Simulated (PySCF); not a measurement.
[PSe2]-: fields on a plane

Method: PBE0/[P def2-TZVPD, Se def2-TZVPD], no relativity, density fitting, PySCF.

The singlet minimum has P–Se 2.129 Å (×2); Se–P–Se 115.2°.

The plane holds P1 at (0.00, 0.00), Se2 at (2.13, 0.00), Se3 at (-0.91, 1.93) Å. Columns run from x = -2.85 to 4.35 Å, rows from y = 4.35 (top) to -1.95 Å, in steps of 0.3 Å. Other isomers or separated fragments may lie lower.

**Question.** Give the electron density (e/Å³) (cut at 5 e/Å³). Every second row and column.

**Answer.** 
```
0.00 0.00 0.00 0.00 0.01 0.00 0.00 0.00 0.00 0.00 0.00 0.00 0.00
0.00 0.01 0.02 0.03 0.03 0.02 0.01 0.00 0.00 0.00 0.00 0.00 0.00
0.01 0.03 0.11 0.24 0.21 0.09 0.02 0.00 0.00 0.00 0.00 0.00 0.00
0.02 0.11 0.55 1.80 1.10 0.29 0.05 0.01 0.01 0.00 0.00 0.00 0.00
0.03 0.20 1.19 5.00 5.00 0.46 0.07 0.02 0.03 0.03 0.01 0.01 0.00
0.03 0.14 0.68 2.41 1.26 0.45 0.12 0.11 0.18 0.16 0.06 0.02 0.00
0.01 0.05 0.18 0.48 0.90 0.71 0.41 0.50 1.06 0.86 0.23 0.04 0.01
0.00 0.02 0.06 0.33 2.13 5.00 0.91 1.13 5.00 5.00 0.45 0.06 0.01
0.00 0.01 0.04 0.28 1.02 2.14 0.66 0.83 5.00 2.12 0.34 0.05 0.01
0.00 0.00 0.02 0.11 0.33 0.34 0.19 0.24 0.48 0.39 0.12 0.02 0.00
0.00 0.00 0.01 0.03 0.05 0.05 0.03 0.05 0.08 0.07 0.03 0.01 0.00
```

**Question.** Give the highest occupied orbital (Å^-3/2) at -1.44 eV (cut at ±0.3; overall sign arbitrary). Every second row and column.

**Answer.** 
```
 0.01  0.01  0.03  0.04  0.04  0.03  0.02  0.01  0.01  0.01  0.00  0.00  0.00
 0.01  0.02  0.05  0.08  0.09  0.07  0.04  0.03  0.02  0.01  0.01  0.01  0.00
 0.00  0.02  0.08  0.17  0.20  0.13  0.07  0.04  0.03  0.02  0.02  0.01  0.01
-0.02 -0.02  0.04  0.23  0.30  0.20  0.09  0.05  0.04  0.04  0.03  0.02  0.01
-0.04 -0.10 -0.18  0.17  0.07  0.14  0.08  0.06  0.07  0.08  0.06  0.04  0.02
-0.05 -0.12 -0.29 -0.30 -0.16 -0.01  0.03  0.07  0.14  0.17  0.12  0.06  0.03
-0.04 -0.08 -0.15 -0.20 -0.16 -0.08 -0.04  0.03  0.22  0.30  0.20  0.09  0.04
-0.01 -0.02 -0.01  0.05  0.03  0.20 -0.13 -0.18  0.00  0.09  0.19  0.08  0.03
 0.00  0.01  0.06  0.19  0.30  0.15 -0.08 -0.30 -0.19 -0.08  0.04  0.04  0.02
 0.01  0.02  0.07  0.15  0.25  0.19 -0.01 -0.17 -0.24 -0.15 -0.04  0.00  0.00
 0.01  0.02  0.05  0.08  0.11  0.08  0.00 -0.07 -0.10 -0.07 -0.04 -0.01  0.00
```

The lowest empty level of this anion is unbound, so it and the gap depend on the basis.
